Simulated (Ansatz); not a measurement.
Relaxation of C2H5FSeZn (10 atoms, charge 0, multiplicity 1), to a largest force component of 0.015 eV/Å in at most 40 steps.

Method: RKS B3LYP-D4/def2-SVP in Ansatz 0.2.0.

```xyz
10
Properties=species:S:1:pos:R:3
C -1.044 -0.176 0.091
C 0.130 -0.963 -0.270
Se 1.395 -0.892 1.171
Zn 1.429 2.136 0.587
F 1.859 2.145 -0.491
H -1.823 -0.159 -0.758
H -0.776 0.930 0.251
H -1.535 -0.513 0.991
H 0.609 -0.544 -1.150
H -0.162 -2.014 -0.419
```

Q: Where does it end, and by what steps?

A: The run converged. After 18 steps the energy has fallen by 18.491 eV; F5 moved furthest, 1.27 Å. The start is strongly strained (largest force component 89 eV/Å). Joined: Se3–Zn4.

```
step  energy less start (eV)  largest force component (eV/Å)  accepted
   0                  0.0000                          88.502       yes
   1                -15.1303                          13.012       yes
   2                -17.1422                           3.269       yes
   3                -17.8225                           1.128       yes
   4                -18.1115                           1.073       yes
   5                -18.2162                           1.168       yes
   6                -18.3648                           0.481       yes
   7                -18.4288                           0.335       yes
   8                -18.4494                           0.550       yes
   9                -18.4642                           0.343       yes
  10                -18.4807                           0.142       yes
  11                -18.4297                           0.599        no
  12                -18.4856                           0.108       yes
  13                -18.4872                           0.075       yes
  14                -18.4887                           0.075       yes
  15                -18.4905                           0.068       yes
  16                -18.4910                           0.051       yes
  17                -18.4913                           0.021       yes
  18                -18.4913                           0.006       yes
```

```xyz
10
Properties=species:S:1:pos:R:3
C -1.015 -0.053 -0.086
C 0.057 -1.124 -0.221
Se 1.691 -0.815 0.892
Zn 1.669 1.440 0.534
F 1.517 3.155 0.197
H -1.914 -0.325 -0.665
H -0.674 0.925 -0.472
H -1.315 0.085 0.965
H 0.384 -1.240 -1.264
H -0.316 -2.099 0.124
```

The run took 100 s on 2 threads of Arm Neoverse V2 (shared host), peak memory 0.37 GiB.
